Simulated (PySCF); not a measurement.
Level of theory: PySCF, PBE0, basis Se def2-TZVP, O def2-TZVP (no relativity, density fitting).

```xyz
3
charge 0 multiplicity 1, angstrom
Se    0.0000    0.0000   -0.2501
O     1.3394    0.0000    0.6237
O    -1.3394    0.0000    0.6237
```

SeO₂ (singlet), along the line from Se1 (at 0) through O2 (at 1.599 Å).

Problem. Tabulate the fields along this line at -0.48, -0.32, -0.16, 0.08, 0.24, 0.40, 0.56, 0.72, 0.88, 1.04, 1.20, 1.36, 1.52, 1.76, 1.92, 2.08, 2.24, 2.40, 2.56 Å.

Solution. 
```csv
distance (Å),electron density (e/Å³),electron localisation function,electrostatic potential (V)
-0.48,6.92,0.411,107
-0.32,41.3,0.771,270
-0.16,153,0.244,1150
0.08,1150,0.791,3480
0.24,86.3,0.708,514
0.40,17,0.648,163
0.56,3.25,0.17,75.8
0.72,1.7,0.248,41.6
0.88,1.92,0.682,28.4
1.04,2.82,0.781,32.9
1.20,4.53,0.659,68
1.36,7.77,0.099,191
1.52,198,0.995,975
1.76,24,0.266,366
1.92,6.16,0.536,104
2.08,3.21,0.853,35.3
2.24,1.45,0.866,12.1
2.40,0.618,0.826,3.62
2.56,0.268,0.739,0.433
```

On a grid of 0.08 Å the density has a local minimum along the bond near 0.72 Å from Se, at 1.70 e/Å³, where the ELF is 0.25.
